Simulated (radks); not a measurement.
Species: Sc XIX. Configuration: 2s1 2p2 (not the ground configuration).

All-electron calculation, Dirac Kohn-Sham, BLYP, spin-unpolarised, spherical densities, finite nucleus; open shells are shared between the two j in proportion to 2j + 1; Fermi nuclear charge, rms radius 3.5459 fm. Program: a radial shooting solver on a logarithmic mesh with Libxc functionals.

Energy parts (eV):
total: -4251.299
kinetic: 4289.269
electron-nucleus: -8806.482
Hartree: 424.845
exchange-correlation: -158.931

Orbitals (lengths in bohr, moments of r in powers of bohr; <r^-3> diverges for s and p1/2):
\begin{tabular}{lrrrrrr}
orbital & occ. & eigenvalue (eV) & <1/r> & <r> & <r^-3> & <r^2> \\ \hline
1s1/2 & 0 & -5766.217 & 21.30 & 0.07080 & - & 0.006707 \\
2s1/2 & 1 & -1308.467 & 5.167 & 0.2911 & - & 0.09922 \\
2p1/2 & 0.666667 & -1287.124 & 5.163 & 0.2443 & - & 0.07208 \\
2p3/2 & 1.33333 & -1278.921 & 5.102 & 0.2463 & 361.5 & 0.07315 \\
3p1/2 & 0 & -546.5112 & 2.147 & 0.6455 & - & 0.4785 \\
3p3/2 & 0 & -544.3922 & 2.130 & 0.6483 & 93.88 & 0.4826 \\
\end{tabular}

The highest occupied level is 2p3/2 at -1278.9 eV. The configuration is held as typed, so some empty levels lie below it. The electron density at the nucleus is 417.4 e/bohr^3. Summed over all electrons, <r^2> = 0.2448 bohr^2, which gives a Langevin (diamagnetic) susceptibility term of -0.194 x 10^-6 cm^3/mol.
